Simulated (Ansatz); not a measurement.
Input for Ansatz (a quantum-chemistry and plane-wave program): R-B3LYP-D3(BJ)/def2-TZVP on C3H7Cl (a complex).

Ansatz 0.2 input:
```yaml
crystal:
  periodic: [false, false, false]
  atoms:
    - {symbol: Cl, position_ang: [0.70926335, 0.02803020, 0.53160399]}
    - {symbol: H, position_ang: [0.77132756, -0.09892010, 1.83081643]}
    - {symbol: C, position_ang: [1.02177745, -0.43791724, 3.74416723]}
    - {symbol: C, position_ang: [0.14094883, 0.48741480, 4.09900434]}
    - {symbol: C, position_ang: [-1.32143307, 0.24877202, 4.24118478]}
    - {symbol: H, position_ang: [0.72835654, -1.46514279, 3.59408032]}
    - {symbol: H, position_ang: [2.07686099, -0.22858861, 3.68647242]}
    - {symbol: H, position_ang: [0.46693220, 1.50211418, 4.28787698]}
    - {symbol: H, position_ang: [-1.87128267, 0.88782535, 3.55137856]}
    - {symbol: H, position_ang: [-1.57155351, -0.78908602, 4.03807628]}
    - {symbol: H, position_ang: [-1.64579162, 0.50147116, 5.24994028]}
basis:
  gaussian:
    orbitals: def2-TZVP
hamiltonian:
  xc: b3lyp
  dispersion: d3bj
relax: {f_tol: 0.004, max_steps: 120}
scf: {lower_state_search: off}
```

The log:

```
WARN ansatz: RAYON_NUM_THREADS=2 ignored (pool sized by the plan → 2); use --threads N
Functional definition: B3LYP
these checks for a lower state are left out or cut short: stability, starts, cluster_reference, orbital_swaps, neighbouring_geometries, increment
integrals: 0.08 GiB planned
1111 factors; their error is unknown
mean field: 0.75 GiB planned
mean field evaluation 1: about -15741.0012 eV, gradient 6.1e1 eV
mean field evaluation 2: about -15736.5998 eV, gradient 7.1e1 eV
mean field evaluation 4: about -15749.7346 eV, gradient 5.5e0 eV
mean field evaluation 8: about -15749.7983 eV, gradient 7.0e-2 eV
mean field evaluation 16: about -15749.8084 eV, gradient 5.7e-3 eV
mean field -15749.80841455 eV, -578.7947836312 hartree, gradient 3.0e-6 eV, S^2 0.000000; 0 other end points of the search recorded, 0 dependent functions left out
the calculation of the forces begins
reference -15749.80869084 eV, -578.7947937846 hartree; 21, 21 occupied and 151, 151 virtual orbitals, 1111 factors
relax step   1: F+E_penalty+E_count = -15750.14476944 eV  Δ(F+E_penalty+E_count) = +0.000e0 eV  max|allowed force component| = 3.517e-1 eV/Å  Δτ_max = 0.0000 Å  (18 SCF iters, accepted)
these checks for a lower state are left out or cut short: stability, starts, cluster_reference, orbital_swaps, neighbouring_geometries, increment
integrals: 0.08 GiB planned
1111 factors; their error is unknown
mean field: 0.74 GiB planned
mean field -15749.85133180 eV, -578.7963608111 hartree, gradient 1.5e-6 eV, S^2 0.000000; 0 other end points of the search recorded, 0 dependent functions left out
the calculation of the forces begins
reference -15749.85161434 eV, -578.7963711941 hartree; 21, 21 occupied and 151, 151 virtual orbitals, 1111 factors
relax step   2: F+E_penalty+E_count = -15750.17649231 eV  Δ(F+E_penalty+E_count) = -3.172e-2 eV  max|allowed force component| = 7.261e-1 eV/Å  Δτ_max = 0.1942 Å  (20 SCF iters, accepted)
these checks for a lower state are left out or cut short: stability, starts, cluster_reference, orbital_swaps, neighbouring_geometries, increment
integrals: 0.08 GiB planned
1111 factors; their error is unknown
mean field: 0.74 GiB planned
mean field evaluation 32: about -15749.8635 eV, gradient 4.7e-1 eV
mean field -15749.86385203 eV, -578.7968209209 hartree, gradient 1.2e-6 eV, S^2 0.000000; 0 other end points of the search recorded, 0 dependent functions left out
the calculation of the forces begins
reference -15749.86413374 eV, -578.7968312737 hartree; 21, 21 occupied and 151, 151 virtual orbitals, 1111 factors
relax step   3: F+E_penalty+E_count = -15750.18884776 eV  Δ(F+E_penalty+E_count) = -1.236e-2 eV  max|allowed force component| = 5.887e-1 eV/Å  Δτ_max = 0.1138 Å  (20 SCF iters, accepted)
these checks for a lower state are left out or cut short: stability, starts, cluster_reference, orbital_swaps, neighbouring_geometries, increment
integrals: 0.08 GiB planned
1111 factors; their error is unknown
mean field: 0.74 GiB planned
mean field -15749.86423529 eV, -578.7968350055 hartree, gradient 1.1e-6 eV, S^2 0.000000; 0 other end points of the search recorded, 0 dependent functions left out
the calculation of the forces begins
reference -15749.86451437 eV, -578.7968452616 hartree; 21, 21 occupied and 151, 151 virtual orbitals, 1111 factors
relax step   4: F+E_penalty+E_count = -15750.19211030 eV  Δ(F+E_penalty+E_count) = -3.263e-3 eV  max|allowed force component| = 5.786e-1 eV/Å  Δτ_max = 0.1053 Å  (20 SCF iters, accepted)
these checks for a lower state are left out or cut short: stability, starts, cluster_reference, orbital_swaps, neighbouring_geometries, increment
integrals: 0.08 GiB planned
1111 factors; their error is unknown
mean field: 0.74 GiB planned
mean field -15749.86657976 eV, -578.7969211632 hartree, gradient 1.2e-6 eV, S^2 0.000000; 0 other end points of the search recorded, 0 dependent functions left out
the calculation of the forces begins
reference -15749.86685599 eV, -578.7969313146 hartree; 21, 21 occupied and 151, 151 virtual orbitals, 1111 factors
relax step   5: F+E_penalty+E_count = -15750.20058856 eV  Δ(F+E_penalty+E_count) = -8.478e-3 eV  max|allowed force component| = 3.561e-1 eV/Å  Δτ_max = 0.1724 Å  (20 SCF iters, accepted)
these checks for a lower state are left out or cut short: stability, starts, cluster_reference, orbital_swaps, neighbouring_geometries, increment
integrals: 0.08 GiB planned
1111 factors; their error is unknown
mean field: 0.74 GiB planned
mean field -15749.86500244 eV, -578.7968631976 hartree, gradient 3.1e-6 eV, S^2 0.000000; 0 other end points of the search recorded, 0 dependent functions left out
the calculation of the forces begins
reference -15749.86527895 eV, -578.7968733593 hartree; 21, 21 occupied and 151, 151 virtual orbitals, 1111 factors
relax step   6: F+E_penalty+E_count = -15750.19833583 eV  Δ(F+E_penalty+E_count) = +2.253e-3 eV  max|allowed force component| = 2.351e-1 eV/Å  Δτ_max = 0.0247 Å  (20 SCF iters, rejected (line search))
these checks for a lower state are left out or cut short: stability, starts, cluster_reference, orbital_swaps, neighbouring_geometries, increment
integrals: 0.08 GiB planned
1111 factors; their error is unknown
mean field: 0.74 GiB planned
mean field evaluation 64: about -15749.8685 eV, gradient 3.1e-6 eV
mean field -15749.86849594 eV, -578.7969915817 hartree, gradient 3.1e-6 eV, S^2 0.000000; 0 other end points of the search recorded, 0 dependent functions left out
the calculation of the forces begins
reference -15749.86877200 eV, -578.7970017267 hartree; 21, 21 occupied and 151, 151 virtual orbitals, 1111 factors
relax step   7: F+E_penalty+E_count = -15750.20265503 eV  Δ(F+E_penalty+E_count) = -2.066e-3 eV  max|allowed force component| = 2.839e-1 eV/Å  Δτ_max = 0.0120 Å  (21 SCF iters, accepted)
these checks for a lower state are left out or cut short: stability, starts, cluster_reference, orbital_swaps, neighbouring_geometries, increment
integrals: 0.08 GiB planned
1111 factors; their error is unknown
mean field: 0.74 GiB planned
mean field -15749.87219854 eV, -578.7971276497 hartree, gradient 1.2e-6 eV, S^2 0.000000; 0 other end points of the search recorded, 0 dependent functions left out
the calculation of the forces begins
reference -15749.87247398 eV, -578.7971377719 hartree; 21, 21 occupied and 151, 151 virtual orbitals, 1111 factors
relax step   8: F+E_penalty+E_count = -15750.20630756 eV  Δ(F+E_penalty+E_count) = -3.653e-3 eV  max|allowed force component| = 9.994e-2 eV/Å  Δτ_max = 0.1000 Å  (20 SCF iters, accepted)
these checks for a lower state are left out or cut short: stability, starts, cluster_reference, orbital_swaps, neighbouring_geometries, increment
integrals: 0.08 GiB planned
1111 factors; their error is unknown
mean field: 0.74 GiB planned
mean field -15749.87224596 eV, -578.7971293922 hartree, gradient 1.2e-6 eV, S^2 0.000000; 0 other end points of the search recorded, 0 dependent functions left out
the calculation of the forces begins
reference -15749.87252044 eV, -578.7971394791 hartree; 21, 21 occupied and 151, 151 virtual orbitals, 1111 factors
relax step   9: F+E_penalty+E_count = -15750.20769397 eV  Δ(F+E_penalty+E_count) = -1.386e-3 eV  max|allowed force component| = 3.571e-2 eV/Å  Δτ_max = 0.0604 Å  (20 SCF iters, accepted)
these checks for a lower state are left out or cut short: stability, starts, cluster_reference, orbital_swaps, neighbouring_geometries, increment
integrals: 0.08 GiB planned
1111 factors; their error is unknown
mean field: 0.74 GiB planned
mean field -15749.87291536 eV, -578.7971539922 hartree, gradient 3.0e-6 eV, S^2 0.000000; 0 other end points of the search recorded, 0 dependent functions left out
the calculation of the forces begins
reference -15749.87319009 eV, -578.7971640883 hartree; 21, 21 occupied and 151, 151 virtual orbitals, 1111 factors
relax step  10: F+E_penalty+E_count = -15750.20776984 eV  Δ(F+E_penalty+E_count) = -7.587e-5 eV  max|allowed force component| = 2.665e-2 eV/Å  Δτ_max = 0.0202 Å  (21 SCF iters, accepted)
these checks for a lower state are left out or cut short: stability, starts, cluster_reference, orbital_swaps, neighbouring_geometries, increment
integrals: 0.08 GiB planned
1111 factors; their error is unknown
mean field: 0.74 GiB planned
mean field -15749.87289048 eV, -578.7971530777 hartree, gradient 3.0e-6 eV, S^2 0.000000; 0 other end points of the search recorded, 0 dependent functions left out
the calculation of the forces begins
reference -15749.87316514 eV, -578.7971631714 hartree; 21, 21 occupied and 151, 151 virtual orbitals, 1111 factors
relax step  11: F+E_penalty+E_count = -15750.20783825 eV  Δ(F+E_penalty+E_count) = -6.841e-5 eV  max|allowed force component| = 1.160e-2 eV/Å  Δτ_max = 0.0140 Å  (20 SCF iters, accepted)
these checks for a lower state are left out or cut short: stability, starts, cluster_reference, orbital_swaps, neighbouring_geometries, increment
integrals: 0.08 GiB planned
1111 factors; their error is unknown
mean field: 0.74 GiB planned
mean field evaluation 96: about -15749.8727 eV, gradient 2.4e-4 eV
mean field -15749.87273489 eV, -578.7971473599 hartree, gradient 3.0e-6 eV, S^2 0.000000; 0 other end points of the search recorded, 0 dependent functions left out
the calculation of the forces begins
reference -15749.87300950 eV, -578.7971574519 hartree; 21, 21 occupied and 151, 151 virtual orbitals, 1111 factors
relax step  12: F+E_penalty+E_count = -15750.20785123 eV  Δ(F+E_penalty+E_count) = -1.298e-5 eV  max|allowed force component| = 8.309e-3 eV/Å  Δτ_max = 0.0063 Å  (21 SCF iters, accepted)
these checks for a lower state are left out or cut short: stability, starts, cluster_reference, orbital_swaps, neighbouring_geometries, increment
integrals: 0.08 GiB planned
1111 factors; their error is unknown
mean field: 0.74 GiB planned
mean field -15749.87276638 eV, -578.7971485174 hartree, gradient 3.0e-6 eV, S^2 0.000000; 0 other end points of the search recorded, 0 dependent functions left out
the calculation of the forces begins
reference -15749.87304101 eV, -578.7971586096 hartree; 21, 21 occupied and 151, 151 virtual orbitals, 1111 factors
relax step  13: F+E_penalty+E_count = -15750.20785430 eV  Δ(F+E_penalty+E_count) = -3.071e-6 eV  max|allowed force component| = 6.980e-3 eV/Å  Δτ_max = 0.0039 Å  (21 SCF iters, accepted)
these checks for a lower state are left out or cut short: stability, starts, cluster_reference, orbital_swaps, neighbouring_geometries, increment
integrals: 0.08 GiB planned
1111 factors; their error is unknown
mean field: 0.74 GiB planned
mean field -15749.87251968 eV, -578.7971394514 hartree, gradient 3.1e-6 eV, S^2 0.000000; 0 other end points of the search recorded, 0 dependent functions left out
the calculation of the forces begins
reference -15749.87279417 eV, -578.7971495387 hartree; 21, 21 occupied and 151, 151 virtual orbitals, 1111 factors
relax step  14: F+E_penalty+E_count = -15750.20786185 eV  Δ(F+E_penalty+E_count) = -7.549e-6 eV  max|allowed force component| = 3.960e-3 eV/Å  Δτ_max = 0.0073 Å  (21 SCF iters, accepted)
Total energy: -15750.20813634 eV, -578.8094731359 hartree
Atom 0 at     0.240850     0.211089     0.538396 Å, force    -0.000164     0.000311    -0.003711 eV/Å
Atom 1 at     0.549170     0.091466     1.792867 Å, force     0.000052    -0.000208     0.002571 eV/Å
Atom 2 at     1.127021    -0.519176     3.952916 Å, force     0.000187     0.001785     0.000940 eV/Å
Atom 3 at     0.218147     0.440378     4.106779 Å, force     0.003960    -0.001765    -0.000510 eV/Å
Atom 4 at    -1.261432     0.233603     4.108716 Å, force    -0.003700    -0.000759    -0.000472 eV/Å
Atom 5 at     0.838550    -1.557002     3.827443 Å, force     0.000365     0.000718    -0.000014 eV/Å
Atom 6 at     2.187529    -0.302760     3.962525 Å, force    -0.000849    -0.000886    -0.000161 eV/Å
Atom 7 at     0.558354     1.464796     4.234563 Å, force    -0.000600    -0.000661     0.000214 eV/Å
Atom 8 at    -1.733484     0.807433     3.306485 Å, force    -0.000089     0.000797     0.000580 eV/Å
Atom 9 at    -1.519982    -0.817370     3.976490 Å, force     0.001205    -0.000173     0.000498 eV/Å
Atom 10 at    -1.699319     0.583517     5.047422 Å, force    -0.000366     0.000841     0.000066 eV/Å
Dipole moment:    -0.026603     0.007063     0.432663 e Å
Checks for a lower state left out: stability, starts, cluster_reference, orbital_swaps, neighbouring_geometries, increment
```

Self-consistency was reached.

Cost: around 50 core-seconds (rough).
